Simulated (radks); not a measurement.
Results of a calculation; reference values are marked as such.
Problem. The mean radii <r> (bohr) of the occupied orbitals of an atom or ion are listed with their occupations. Level of theory: scalar-relativistic Kohn-Sham, Slater X-alpha with alpha = 0.667, spin-polarised, spherical densities, finite nucleus; Fermi nuclear charge, rms radius of each element as measured or else 0.836 A^(1/3) + 0.57 fm (a radial shooting solver on a logarithmic mesh with Libxc functionals).

| orbital | occ. | <r> |
|---|---|---|
| 1s | 2 | 0.2722 |
| 2s | 2 | 1.375 |

Name the element and its charge. Open shells, if any, are filled with parallel spins first.

Solution. Z = 6, carbon, charge +2: C2+ in [He] 2s2. The 1s radius gives Z: for a bare nucleus <r> = (2 gamma + 1)/(2Z) with gamma = sqrt(1 - (Z/c)^2), 0.2498 bohr for Z = 6, and screening makes it slightly larger (0.2722 here). The occupations add up to 4, and the charge is Z minus that.
